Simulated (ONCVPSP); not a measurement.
# Configuration tests for Nb (ONCV)

```json
{
 "Element": "Nb",
 "Generator": "ONCVPSP 4.0.1",
 "Type": "optimised norm-conserving Vanderbilt (ONCV)",
 "Functional": "PBEsol",
 "Relativity": "scalar-relativistic",
 "Frozen core": "[Ar] 3d10",
 "Valence charge": "13",
 "Reference configuration": "4s2 4p6 4d3 (charge +2)",
 "Partial waves": "4s: rc 1.75 bohr, ncon 4, nbas 8, qcut 7.9 1/bohr, 2 projectors, debl 1.7 Ha; 4p: rc 1.60 bohr, ncon 5, nbas 9, qcut 6.7 1/bohr, 2 projectors, debl 1.1 Ha; 4d: rc 1.60 bohr, ncon 3, nbas 8, qcut 8.7 1/bohr, local",
 "Local potential": "the d channel",
 "Core correction": "polynomial model core, fcfact 0.55"
}
```

In the s channel the program set the typed energies aside and used -2.787, 0.250 Ha. In the p channel the program set the typed energies aside and used -1.905, 0.250 Ha.

Energies are relative to the spin-unpolarised reference configuration 4s2 4p6 4d3; without spin polarisation the order of configurations can differ from experiment.

```json
{"valence configuration": "4s2 4p6 4d4", "charge": "+1", "ΔE all-electron (eV)": "-14.029", "error AE − PS (meV)": "-0.1"}
{"valence configuration": "4s1 4p6 4d4 5s1", "charge": "+1", "ΔE all-electron (eV)": "43.299", "error AE − PS (meV)": "-87"}
```

(1) What are ΔE and the potential's error for 4s2 4p6 4d2?

(2) What are ΔE and the potential's error for 4s2 4p6 4d4 5s1?

Levels in the configuration 4s2 4p6 4d4:

```csv
level,all-electron (eV),pseudo (eV)
4s,-64.751,-64.763
4p,-40.930,-40.936
4d,-9.305,-9.305
```

Answers

(1) ΔE = 24.697 eV all-electron; the error (AE − PS) is +1.7 meV.

(2) ΔE = -20.681 eV all-electron; the error (AE − PS) is +0.9 meV.
